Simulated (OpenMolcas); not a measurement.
**Pt2+: moving or changing the point charges**

Pt2+ among 5 point charges of -1.5 e arranged as a trigonal bipyramid (D3h), 2.01 Å from the ion, with the axial distance 2.412 Å.
```
   2.0100    0.0000    0.0000  -1.50
  -1.0050    1.7407    0.0000  -1.50
  -1.0050   -1.7407    0.0000  -1.50
   0.0000    0.0000    2.4120  -1.50
   0.0000    0.0000   -2.4120  -1.50
```

```yaml
Program: OpenMolcas 26.06
Method: "SS-CASPT2, IPEA 0.25 Eh, imaginary shift 0.1 Eh (closed shells correlated: 4f 5s 5p)"
Basis: ANO-RCC-VDZP [7s6p4d2f]
Scalar_Hamiltonian: DKH2, point nucleus
Active_space: 8 electrons in 5 orbitals (5d)
State_averaging: 2S+1 = 3 even, 10 roots; 2S+1 = 1 even, 15 roots
Spin-orbit_coupling: state interaction with AMFI integrals over the reference wave functions
```

Runs around this geometry, states (labels of D3, the rotations of D3h). Energies in cm-1 above the lowest state or level, χT in cm3 K/mol.

```json
{"R (Å)": "2.01", "q (e)": "-1.2", "Axial / equatorial distance": "1.2", "Ground state": "3E", "First state of that spin": "3E 3480", "First gap with spin-orbit (degeneracies)": "1 (1, 1)", "χT at 300 K": "2.525", "First state of another spin": "1E 10000"}
{"R (Å)": "1.87", "q (e)": "-1.5", "Axial / equatorial distance": "1.2", "Ground state": "3E", "First state of that spin": "3E 5500", "First gap with spin-orbit (degeneracies)": "3 (1, 1)", "χT at 300 K": "2.328", "First state of another spin": "1E 10090"}
{"R (Å)": "2.01", "q (e)": "-1.5", "Axial / equatorial distance": "1.2", "Ground state": "3E", "First state of that spin": "3E 4220", "First gap with spin-orbit (degeneracies)": "1 (1, 1)", "χT at 300 K": "2.436", "First state of another spin": "1E 9990"}
{"R (Å)": "2.22", "q (e)": "-1.5", "Axial / equatorial distance": "1.2", "Ground state": "3E", "First state of that spin": "3E 2750", "First gap with spin-orbit (degeneracies)": "0 (1, 1)", "χT at 300 K": "2.641", "First state of another spin": "1E 9740"}
{"R (Å)": "2.01", "q (e)": "-1.5", "Axial / equatorial distance": "1.3", "Ground state": "3E", "First state of that spin": "3A1 3360", "First gap with spin-orbit (degeneracies)": "1 (1, 1)", "χT at 300 K": "2.460", "First state of another spin": "1E 9330"}
```

Taking the first state of the same spin as R^-n, n = -ln(2750 / 5500) / ln(2.22 / 1.87) = 4.0 between the shortest and longest distance.

Scaling the charges by -1.2 / -1.5 = 0.80 scales the first state of the same spin by 3480 / 4220 = 0.82; with fixed orbitals a first-order splitting would follow the charge.

Roots that are degenerate in the reference are averaged as groups; the widest CASPT2 spread within a group is 75 cm-1 (the 2-fold group of multiplicity 3 near 0 cm-1 above the lowest state of its run, R = 2.22, q = -1.5, ratio = 1.2). Shifts and gaps below about the spread of the groups concerned are not significant. An orbital doublet at a regular site is open to a Jahn-Teller distortion, which this geometry leaves out. Real 4d8 and 5d8 ions are as a rule square planar and diamagnetic. Point charges give a weaker field than real ligands, and real ions of this kind are as a rule low spin; the high spin found here belongs to the model. Free-ion shares, where given, are those of the reference states; single-state CASPT2 does not remix them. The ground term spreads over less than 5000 cm-1, several times less than with real ligands, so orbital moments are less quenched and χT lies further from the spin-only value than at real sites (holds for R = 2.22, q = -1.5, ratio = 1.2; R = 2.01, q = -1.5, ratio = 1.3). This is an electrostatic model: the charges have no orbitals. No measured value stands beside these numbers.
